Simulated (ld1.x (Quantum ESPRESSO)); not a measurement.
Which change was made? (Fe, RRKJ)

ld1.x (Quantum ESPRESSO) 7.5 input, shortened:

```
&input
   title='Fe', zed=26., rel=1, dft='PBE', iswitch=3,
   config='[Ar] 3d6.5 4s1.5 4p0'
 /
 &inputp
   pseudotype=2, tm=.false., rho0=0.001, lloc=1,
   nlcc=.false.
 /
3
4S  1  0   1.50   0.00  2.30  2.30  0.0
3D  3  2   6.50   0.00  1.65  1.65  0.0
3P  2  1   6.00   0.00  0.90  0.90  0.0
 &test
   configts(1)='3p6 3d6.5 4s1.5 4p0'
 /
```

Cutoffs, loose and tight: the cutoffs (Ry, on a coarse ladder) from which the occupation-weighted sum of valence levels, in a spherical-Bessel basis at the reference potential, stays within 10 and 1 mRy of its value at 400 Ry. They do not see the model core or the augmentation charge, which bear on the density cutoff. Test errors are all-electron minus pseudo excitation energies from the reference, over the configurations 3p6 3d6 4s2 4p0; 3p6 3d6 4s1 4p0; 3p6 3d6 4s0 4p0; 3p6 3d6 4s1.5 4p0; 3p6 3d5 4s0 4p0; 3p5 3d6 4s2 4p0; 3p6 3d4 4s0 4p0; variants that change the core or the reference have their own tests.

The base gives: outcome: generated; cutoff, loose: 140 Ry; cutoff, tight: 230 Ry; bound ghosts: s; largest test error (meV): +693.

(1) After one change the result is: outcome: generated; cutoff, loose: 140 Ry; cutoff, tight: 230 Ry; bound ghosts: s; largest test error (meV): +250. Which change was it?
A. wave 3d (bound): rc 1.65 bohr becomes 3d (bound): rc 1.10 bohr
B. type PAW; waves now 4s (bound): rcut 2.00, rcutus 2.30 bohr; 4s channel at 0.95 Ry: rcut 2.00, rcutus 2.30 bohr; 3p (bound): rc 0.90 bohr; 4p (bound): rc 0.90 bohr; 3d (bound): rcut 1.45, rcutus 1.65 bohr; 3d channel at 0.15 Ry: rcut 1.45, rcutus 1.65 bohr; local potential all-electron potential smoothed inside 1.30 bohr (lloc = -1); core correction a·sin(br)/r model core, default radius (ld1.x builds one for every PAW set, though the input has nlcc=.false.); augmentation PSQ, inside the norm-conserving radii; rho0 0
C. core correction a·sin(br)/r model core inside 0.68 bohr
D. core [Ne], valence charge 16; reference 3s2 3p6 3d6 4s1 4p1; waves now 3s (bound): rc 0.30 bohr; 3p (bound): rc 0.95 bohr; 3d (bound): rc 1.40 bohr; local potential the d channel

Answers

(1) A. The others give: type PAW; waves now 4s (bound): rcut 2.00, rcutus 2.30 bohr; 4s channel at 0.95 Ry: rcut 2.00, rcutus 2.30 bohr; 3p (bound): rc 0.90 bohr; 4p (bound): rc 0.90 bohr; 3d (bound): rcut 1.45, rcutus 1.65 bohr; 3d channel at 0.15 Ry: rcut 1.45, rcutus 1.65 bohr; local potential all-electron potential smoothed inside 1.30 bohr (lloc = -1); core correction a·sin(br)/r model core, default radius (ld1.x builds one for every PAW set, though the input has nlcc=.false.); augmentation PSQ, inside the norm-conserving radii; rho0 0 → outcome: failed: invmat: error in DGETRF | core correction a·sin(br)/r model core inside 0.68 bohr → outcome: generated; cutoff, loose: 140 Ry; cutoff, tight: 230 Ry; bound ghosts: s; largest test error (meV): -595 | core [Ne], valence charge 16; reference 3s2 3p6 3d6 4s1 4p1; waves now 3s (bound): rc 0.30 bohr; 3p (bound): rc 0.95 bohr; 3d (bound): rc 1.40 bohr; local potential the d channel → outcome: failed: compute_phi: phi has nodes before r_c.
